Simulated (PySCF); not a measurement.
C₃H₆ClFSi, SMILES C/C(Cl)=C/[SiH2]F.

Coordinates come from a B3LYP-D3(BJ)/def2-SVP optimisation. The structure was generated by enumeration; whether it is a known compound was not checked. Other conformers were not sampled.

These are CAM-B3LYP/def2-TZVP run with PySCF values and carry that method's errors.

Gas-phase values at a fixed geometry.

Computed frontier levels, gap, dipole moment and polarisability:
```yaml
highest_occupied_level: -8.97 eV
lowest_empty_level: 0.26 eV
orbital_gap: 9.23 eV
dipole_moment: 2.44 D
quadrupole, principal values (traceless, Buckingham form, about the centre of nuclear charge): -8.42, 0.06, 8.36 D·Å
mean_static_polarisability: 72.7 bohr³ (10.77 Å³)
polarisability_principal_values: 54.0, 73.8, 90.3 bohr³
```
